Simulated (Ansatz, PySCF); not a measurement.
Pair of molecules: H2S (SMILES S) (first 3 atoms) with CHN (SMILES C#N); geometry from B3LYP-D3(BJ)/def2-TZVP, rigid monomers moved along the line of their centres of mass till H2···N5 is 2.14 Å.
(charge 0, multiplicity 1):
```xyz
6

S      0.219     0.023    -0.802
H      0.311    -0.050     0.537
H     -0.011    -1.294    -0.923
C      0.562    -0.104     3.809
N      0.460    -0.159     2.670
H      0.656    -0.053     4.871
```

Monomers are frozen at their geometry in the pair; levels with a basis set take the counterpoise correction.

Frozen-core correlation. CBS(a, b) extrapolates the correlation energy as X⁻³ and adds the Hartree–Fock energy of set b.

Codes used: Ansatz (Gaussian basis) for Hartree–Fock, density functionals and correlated methods; PySCF for the dispersion terms. Values without a source in brackets are computed.

PBE/def2-TZVPPD gives -1.66 kcal/mol for the interaction energy.

### Question
How do the other levels lie against it? Give each less PBE: PBE-D3(BJ)/def2-TZVPPD, r2SCAN/def2-TZVPPD, B3LYP/def2-TZVPPD, wB97M-V/def2-TZVPPD, MP2/CBS(aug-cc-pV(D+d)Z, aug-cc-pV(T+d)Z), CCSD(T)/CBS(aug-cc-pV(D+d)Z, aug-cc-pV(T+d)Z).

### Answer
PBE-D3(BJ)/def2-TZVPPD -0.61; r2SCAN/def2-TZVPPD 0.27; B3LYP/def2-TZVPPD 0.78; wB97M-V/def2-TZVPPD 0.15; MP2/CBS(aug-cc-pV(D+d)Z, aug-cc-pV(T+d)Z) -0.54; CCSD(T)/CBS(aug-cc-pV(D+d)Z, aug-cc-pV(T+d)Z) -0.13 kcal/mol. 3 of 6 lie above PBE; the widest gap is to B3LYP/def2-TZVPPD.

Ansatz is an electronic-structure program.
